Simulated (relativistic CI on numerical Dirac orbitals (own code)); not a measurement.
# V⁺ in a cubic cluster: L2,3 absorption with charge transfer

Computed with a charge-transfer multiplet model of a cubic metal-ligand cluster with up to one ligand hole, Slater and spin-orbit integrals from Dirac-Coulomb-Breit ions, Slater integrals scaled by 0.8. The ground state mixes d4 with configurations of k ligand holes L, whose averages lie at kΔ + k(k − 1)U_dd/2; a core hole lowers each added d electron by U_cd. 20 K, Lorentzian 0.4 eV and Gaussian 0.3 eV FWHM.

Atomic integrals in eV (Slater integrals scaled, ζ unscaled), ground: F2dd 6.042, F4dd 3.713, zeta_d 0.015; with the core hole: F2dd 6.837, F4dd 4.214, zeta_d 0.025, zeta_core 4.617, F2cd 3.745, G1cd 2.648, G3cd 1.501.

Cluster parameters (eV): Δ = 7, U_dd = 5.1, U_cd = 6.4, 10Dq(ligand) = 0.4, V(eg) = 1.85, V(t2g) = -0.94, final-state hopping factor = 1.

Weights, n_d and S are thermal averages at 20 K. Photon energies count from the first peak over 30 % of the highest in each spectrum, which can be another peak from case to case. The parameters are a model scan and need not match a compound or its usual spin state. Peaks in eV (height, largest 100): -2.5 (7), 0.0 (100), 4.6 (18), 5.3 (27), 6.3 (27), 7.7 (43).

Which parameters give this spectrum?
A. 10Dq = 0.3 eV
B. 10Dq = 0.6 eV
C. 10Dq = 0.9 eV

B. 10Dq = 0.6 eV; the ground state then has 4.15 d electrons and S = 2.00. The choice follows from running the model for each set and comparing peak positions and heights. The space is cut while the next configuration still counts.
